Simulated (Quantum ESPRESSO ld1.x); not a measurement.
Numerical settings for the osmium ion Os37+, [Kr] 4d3. Calculated with ld1.x of Quantum ESPRESSO 7.5: Dirac Kohn-Sham, PBEsol, spin-unpolarised, spherical densities, point nucleus; open shells fill j = l - 1/2 first. With the defaults (dx = 0.008, xmin = -8.0, rmax = 100, beta = 0.2, tr2 = 1e-14) the mesh has 2117 points, the cycle takes 26 iterations, E = -16469.063022 hartree and the 4d3/2 eigenvalue is -60.1102 hartree. The mesh is r = exp(xmin + i dx)/Z up to rmax; beta is the mixing and tr2 the threshold. One setting is changed at a time.

change       mesh points  iterations  change of E (mhartree)  change of e(4d3/2) (mhartree)
dx = 0.0125         1355          26                  -2.131                         +0.028
dx = 0.02            847          26                  -7.772                         +0.102
xmin = -9           2243          45                  +0.012                         0.000
xmin = -6           1867          24                  -2.950                         0.000
rmax = 8            1803          26                  0.000                         0.000
rmax = 15           1881          26                  0.000                         0.000
beta = 0.8          2117           9                  +0.001                         0.000
beta = 0.5          2117          17                  0.000                         0.000
tr2 = 1e-10         2117          19                  +0.051                         +0.001
tr2 = 1e-06         2117          12                  -0.186                         -0.025
